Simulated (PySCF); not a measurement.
Cl2Sn, triplet, geometry from GFN2-xTB (such geometries of metal compounds can be far from the true shape) (the spin is typed, not shown lowest) (core potentials on Sn). Base run: PBE/def2-SVP (PySCF).

Here is a job for PySCF.
```python
from pyscf import gto, scf, dft

mol = gto.M(
    atom='''
Sn    0.00993257   -0.00944619    0.58952790
Cl    1.24741626    1.57493270   -0.86320274
Cl   -1.27662969   -1.54714980   -0.87070284
''',
    basis='def2-svp',
    ecp={'Sn': 'def2-svp'},
    spin=2,
    verbose=3,
)

mf = dft.UKS(mol)
mf.xc = 'pbe'
mf.kernel()
```

Variants of this job, named by their change:

| change | basis functions | E (Eh) | HOMO (eV) | dipole (D) |
|---|---|---|---|---|
| base | 62 | -1134.03746 | -4.17 | 2.06 |
| basis = jorge-DZP-DKH; relativity = spin-free X2C (without ecp={'Sn': 'def2-svp'}) | 96 | -7093.95355 | -4.26 | 2.30 |
| basis = jorge-DZP-DKH; relativity = spin-free X2C; nucleus = Gaussian (with nucmod='G'; without ecp={'Sn': 'def2-svp'}) | 96 | -7093.81001 | -4.26 | 2.30 |
| basis = x2c-SVPall; relativity = spin-free X2C (without ecp={'Sn': 'def2-svp'}) | 72 | -7098.09919 | -4.18 | 2.03 |
| basis = jorge-DZP-DKH; relativity = none (without ecp={'Sn': 'def2-svp'}) | 96 | -6884.40708 | -4.47 | 2.43 |
| basis = x2c-TZVPall; relativity = none (without ecp={'Sn': 'def2-svp'}) | 134 | -6826.95929 | -4.57 | 2.26 |
| basis = x2c-TZVPall; relativity = spin-free X2C (without ecp={'Sn': 'def2-svp'}) | 134 | -7099.14271 | -4.34 | 2.13 |
| basis = x2c-TZVPall; relativity = spin-free X2C; nucleus = Gaussian (with nucmod='G'; without ecp={'Sn': 'def2-svp'}) | 134 | -7099.00006 | -4.34 | 2.13 |
| basis = x2c-SVPall; relativity = spin-free X2C; nucleus = Gaussian (with nucmod='G'; without ecp={'Sn': 'def2-svp'}) | 72 | -7097.97263 | -4.18 | 2.03 |
| basis = x2c-SVPall; relativity = none (without ecp={'Sn': 'def2-svp'}) | 72 | -6810.58669 | -4.96 | 2.05 |

Absolute energies of different levels of theory aren't comparable as measures of quality.

Open shells are given as the SCF converged; they aren't shown to be the lowest states, and a large step between rows can be another state.

Basis sets contracted for a relativistic Hamiltonian are a mismatch without it, so the rows without relativity aren't non-relativistic limits. No row has spin-orbit coupling; sets with core potentials leave out the core electrons.
